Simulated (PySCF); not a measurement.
Gas-phase reaction: 3 GeH2F2 + 2 H ⇌ Ge3H8 + 3 F2

Computed with PySCF and rigid-rotor harmonic-oscillator thermochemistry at 1 bar. † marks an energy on the PBE0/def2-TZVP geometry and frequencies. MP2 freezes the core. Open shells (unrestricted): H (multiplicity 2); the rest are closed-shell singlets. Ge: all electrons, no relativistic terms. GeH2F2: computed as isolated molecules; such fragments, hydroxides, amides, oligomers or adducts are transient or little studied in the gas. MP2 isn't extrapolated to the basis-set limit; its ΔH°(298 K) is 1559.9 kJ in def2-SVP and 1581.3 kJ in def2-TZVPP. The harmonic model lacks anharmonicity and excited electronic states, which grow with temperature; levels with a mode under 35 cm⁻¹ are left out. Internal rotation in Ge3H8 is treated as a harmonic vibration of one conformer, which makes the entropy rough.

ΔH° and ΔS° at 298 K: BLYP/def2-TZVP† 1371 kJ, -69 J/K; MP2/def2-SVP† 1560 kJ, -69 J/K; PBE0/def2-QZVP† 1453 kJ, -69 J/K; PBE0/def2-SVP† 1399 kJ, -69 J/K; r2SCAN/def2-TZVP† 1445 kJ, -69 J/K.

Problem. With the heat capacities included, give log10 K (1 bar) at 500, 800, 1600, 1800, 2500 K from BLYP/def2-TZVP†, MP2/def2-SVP†, PBE0/def2-QZVP†, PBE0/def2-SVP†, r2SCAN/def2-TZVP†.

Solution. 
```tsv
T (K)	BLYP/def2-TZVP†	MP2/def2-SVP†	PBE0/def2-QZVP†	PBE0/def2-SVP†	r2SCAN/def2-TZVP†
500	-146.9	-166.6	-155.4	-149.8	-154.6
800	-93.3	-105.6	-98.7	-95.1	-98.2
1600	-48.7	-54.9	-51.4	-49.7	-51.2
1800	-43.8	-49.3	-46.2	-44.6	-45.9
2500	-32.7	-36.6	-34.4	-33.3	-34.3
```
